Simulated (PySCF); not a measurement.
Compound: Si(vinyl)2(pyrrolidide)2, C12H22N2Si.
SMILES: `C=C[Si](C=C)(N1CCCC1)N1CCCC1`

The closed-shell ground state was solved at several levels (PySCF, density fitting, gas phase, non-relativistic). The structure is a single PBE0-D3(BJ)/def2-SVP conformer in the gas phase; no vibrational or solvent corrections.

| level | basis functions | HOMO (eV) | LUMO (eV) | gap (eV) | dipole (D) |
| --- | --- | --- | --- | --- | --- |
| wB97X-D/pcSseg-1 | 372 | -7.58 | 1.40 | 8.98 | 0.94 |
| PBE0/pcSseg-1 | 372 | -5.72 | -0.40 | 5.32 | 0.90 |

(1) What might CAM-B3LYP/def2-SVPD (480 basis functions) give for the same quantities?

(2) Over all these levels, which gives the widest orbital gap and which the narrowest?

(3) How far do the dipole and the HOMO energy spread over the levels?

Answers

(1) HOMO -7.10 eV, LUMO 0.67 eV, gap 7.77 eV, dipole 0.84 D.

(2) wB97X-D/pcSseg-1 (range-separated hybrid) has the widest, 8.98 eV, and PBE0/pcSseg-1 (global hybrid, 25 % exact exchange) the narrowest, 5.32 eV. The two share the basis. From the narrowest to the widest the HOMO moves by -1.86 eV and the LUMO by +1.80 eV.

(3) The dipole runs from 0.84 to 0.94 D (mean 0.90 D) and the HOMO from -7.58 to -5.72 eV.
